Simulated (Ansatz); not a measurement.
Gas-phase electronic energies from Ansatz, PBE0-D4/def2-TZVP geometries. CCSD(T)/CBS is the MP2 limit (def2-TZVPP, def2-QZVPP) plus CCSD(T) − MP2 in def2-TZVPP, frozen cores. Functionals use def2-TZVPP. B3LYP here is the variant with VWN-RPA as its local correlation; programs differ in this. For Ge outer-core shells are correlated without core-valence functions, which leaves a few kJ/mol of doubt a bond. Scalar relativity is left out up to krypton. One conformer a species, not always the lowest.

Reaction (redistribution): `[BH2][GeH2][O]C` + `OBCCO` → `C[O][GeH2][OH]` + `BCCBO`

CCSD(T)/CBS gives -29.9 kcal/mol.

Task: Another level gave -29.2 kcal/mol. Which?
A. B3LYP-D4/def2-TZVPP
B. PBE-D4/def2-TZVPP
C. HF/def2-TZVPP
D. MP2/def2-TZVPP

Result: A. B3LYP-D4 -29.2, PBE-D4 -27.8, MP2/def2-TZVPP -32.5, HF/def2-TZVPP -30.5 kcal/mol.

Largest T1 diagnostic among the species: 0.012.

From PBE to PBE0 (25 % exact exchange), in def2-TZVPP and without D4, ΔE moves by −0.7 kcal/mol.
